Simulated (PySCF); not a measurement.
A calculated (M06-L, PySCF 2.14, aug-cc-pCVTZ-DK with one added diffuse shell each of s, p, d, f type, scalar relativity by spin-free X2C-1e) atom or ion has these occupied shells.

```tsv
shell	electrons	orbital energy (eV)	rms radius, mean of both spins (bohr)
1s	2	-2135.0	0.120
2s	2	-217.76	0.562
2p	6	-165.53	0.540
3s	2	-45.703	1.78
```

Q: Name the element and its charge.

A: P³⁺ (phosphorus, charge +3), in [Ne] 3s2, closed-shell 1S.
